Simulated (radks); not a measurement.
Results of a calculation; reference values are marked as such.
Ru I, configuration [Kr] 4d7 5s1. Level of theory: scalar-relativistic Kohn-Sham, r2SCAN, spin-polarised, spherical densities, finite nucleus; open shells are filled with parallel spins first (spin-orbit coupling, left out, can overturn this in heavy ions); meta-GGA in the generalised Kohn-Sham scheme; Fermi nuclear charge, rms radius 4.4809 fm (a radial shooting solver on a logarithmic mesh with Libxc functionals).

Normalised radial functions P(r) = r R(r), r in bohr:

r,4p up,5s up,5s down
0.00207,0.0021,0.0211,0.0182
0.00239,0.0027,0.0239,0.0206
0.002783,0.0036,0.0271,0.0233
0.003214,0.0046,0.0304,0.0262
0.003741,0.0061,0.0342,0.0295
0.00432,0.0079,0.0381,0.0329
0.00499,0.0102,0.0423,0.0365
0.005809,0.0133,0.0469,0.0405
0.006708,0.0172,0.0514,0.0444
0.00781,0.0224,0.0562,0.0485
0.009019,0.0287,0.0605,0.0522
0.0105,0.0372,0.0646,0.0557
0.01213,0.0473,0.0678,0.0584
0.01412,0.0607,0.0699,0.0603
0.0163,0.0763,0.0704,0.0607
0.01883,0.0953,0.0689,0.0594
0.02192,0.1194,0.0645,0.0556
0.02531,0.1462,0.0570,0.0492
0.02947,0.1787,0.0452,0.0390
0.03403,0.2130,0.0300,0.0259
0.03962,0.2516,0.0096,0.0083
0.04576,0.2884,-0.0134,-0.0115
0.05327,0.3240,-0.0402,-0.0347
0.06152,0.3500,-0.0662,-0.0571
0.07105,0.3632,-0.0900,-0.0776
0.08271,0.3561,-0.1088,-0.0938
0.09552,0.3225,-0.1165,-0.1005
0.1112,0.2529,-0.1099,-0.0948
0.1284,0.1519,-0.0869,-0.0749
0.1495,0.0112,-0.0446,-0.0384
0.1727,-0.1446,0.0095,0.0082
0.201,-0.3138,0.0735,0.0635
0.2321,-0.4532,0.1295,0.1117
0.2681,-0.5437,0.1679,0.1448
0.3121,-0.5569,0.1758,0.1515
0.3605,-0.4729,0.1443,0.1243
0.4196,-0.2799,0.0702,0.0603
0.4846,-0.0159,-0.0282,-0.0247
0.5642,0.3098,-0.1410,-0.1219
0.6516,0.6157,-0.2315,-0.1997
0.7585,0.8789,-0.2821,-0.2428
0.876,1.0316,-0.2704,-0.2317
1.012,1.0693,-0.1951,-0.1661
1.178,0.9914,-0.0567,-0.0471
1.36,0.8381,0.1077,0.0937
1.583,0.6374,0.2864,0.2466
1.829,0.4490,0.4348,0.3765
2.129,0.2810,0.5495,0.4828
2.459,0.1633,0.6080,0.5454
2.862,0.0823,0.6141,0.5685
3.306,0.0384,0.5718,0.5512
3.818,0.0159,0.4933,0.5018
4.444,0.0054,0.3877,0.4246
5.133,0.0016,0.2832,0.3396
5.975,0.0004,0.1846,0.2496
6.901,0.0001,0.1113,0.1728
8.033,0.0000,0.0581,0.1074
9.278,0.0000,0.0279,0.0625
10.8,0.0000,0.0112,0.0319
12.47,0.0000,0.0041,0.0151

4p up: eigenvalue -48.739 eV, 2 radial nodes at r = 0.151, 0.488 bohr, <r> = 1.13 bohr, 90 % of the charge inside 1.68 bohr. 5s up: eigenvalue -5.029 eV, 4 radial nodes at r = 0.0422, 0.169, 0.466, 1.24 bohr, <r> = 3.25 bohr, 90 % of the charge inside 4.87 bohr. 5s down (empty): eigenvalue -2.757 eV, 4 radial nodes at r = 0.0422, 0.169, 0.466, 1.24 bohr, <r> = 3.65 bohr, 90 % of the charge inside 5.64 bohr.
